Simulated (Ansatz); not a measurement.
Two isomers of BClH6Si2: A = `B[SiH]([SiH3])Cl`, B = `[SiH3][SiH2]BCl`.

Computed with Ansatz on PBE0-D4/def2-TZVP structures; ΔE is electronic, products minus reactants. CCSD(T)/CBS adds triple-zeta CCSD(T) − MP2 to the extrapolated MP2 energy (def2 sets, frozen cores). Functionals use def2-TZVPP. B3LYP here is the variant with VWN-RPA as its local correlation; programs differ in this. Each species was taken in one conformer, which may not be the lowest.

A:

Z-matrix (Å, degrees):
```
Si
Si 1 2.353
Cl 1 2.073 2 107.5
B 1 1.990 2 107.4 3 123.1
H 1 1.489 2 108.3 3 -115.5
H 2 1.488 1 109.7 3 174.7
H 2 1.486 1 110.0 3 -65.4
H 2 1.486 1 109.3 3 54.6
H 4 1.193 1 123.0 2 -104.1
H 4 1.197 1 118.3 2 71.4
```

B:

```xyz
10

Si    0.764   -1.448   -0.245
Si   -0.001    0.730   -0.675
B    -0.888    1.343    1.015
Cl   -2.576    1.010    1.284
H     1.703   -1.441    0.909
H     1.469   -2.000   -1.433
H    -0.388   -2.329    0.085
H    -0.946    0.683   -1.824
H     1.171    1.578   -1.031
H    -0.308    1.874    1.914
```

**Question.** Which is lower in electronic energy at CCSD(T)/CBS, and by how much? (An estimate is asked.)

**Answer.** The calculation gave: B, by 2.2 kcal/mol.

**Question.** Give E(B) − E(A) in kcal/mol with LDA (SPW92), ωB97M-V, r2SCAN-D4, CCSD(T)/def2-SVP, B3LYP-D4, PBE0-D4, PBE-D4. (An estimate is asked.)

**Answer.** Computed: LDA (SPW92) -5.9, ωB97M-V -2.1, r2SCAN-D4 -3.0, CCSD(T)/def2-SVP -8.1, B3LYP-D4 -2.2, PBE0-D4 -3.1, PBE-D4 -4.1. None reverses the order clearly.

**Question.** Does the order hold for the free energy at 298.15 K (harmonic terms from PBE0-D4)? (An estimate is asked.)

**Answer.** The calculation gave: Yes: G(B) − G(A) = -2.5 kcal/mol, for one conformer each. Modes under 60 cm⁻¹, often nearly free rotors, make the harmonic entropy too high.

Largest T1 diagnostic: 0.014.

From BLYP to BHLYP (50 % exact exchange), in def2-TZVPP and without D4, E(B) − E(A) moves by +2.0 kcal/mol. At CCSD(T), def2-SVP lies −5.9 kcal/mol from the extrapolated value and def2-TZVPP −1.1 kcal/mol.
